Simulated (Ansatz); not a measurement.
Frontier orbitals of CH2GaN.

```xyz
5

C     0.521   -0.327   -1.019
N    -0.440   -0.918   -0.778
Ga   -0.058    0.950    1.363
H     1.420    0.155   -1.341
H    -1.443    0.140    1.775
```

The species carries charge 0 and has multiplicity 1. Correlated methods include outer-core shells of Ga, which these sets cover unevenly. Scalar relativity is left out up to krypton. The bonds changed during the relaxation, so this is another structure than the one it started from. The structure was optimised at the PBE0-D4/def2-TZVP level. Basis def2-TZVPP, Ansatz.

| functional | HOMO (eV) | LUMO (eV) | gap (eV) |
| --- | --- | --- | --- |
| PBE | -4.93 | -2.36 | 2.57 |
| BLYP | -4.83 | -2.29 | 2.54 |
| B97M-V | -5.07 | -2.25 | 2.82 |
| PBE0 | -5.83 | -1.57 | 4.26 |
| B3LYP | -5.70 | -1.81 | 3.89 |
| ωB97M-V | -7.82 | 0.18 | 8.00 |

**Question.** What is the vertical ionisation energy at frozen-core CCSD(T)/def2-TZVPP? (Best estimate.)

**Answer.** Ansatz gave: 8.09 eV (T1 of the cation 0.017).

Against PBE, PBE0 changes HOMO and LUMO by −0.89 and +0.79 eV, ωB97M-V by −2.89 and +2.54 eV. A gap of 2.57 eV thus becomes 8.01 eV for the same molecule, so an orbital gap means little without its functional. A positive LUMO is unbound and depends on the basis. −ε(HOMO) differs from that ionisation energy by −3.15 eV with PBE and −0.26 eV with ωB97M-V.

B3LYP here is the variant with VWN-RPA as its local correlation; programs differ in this.
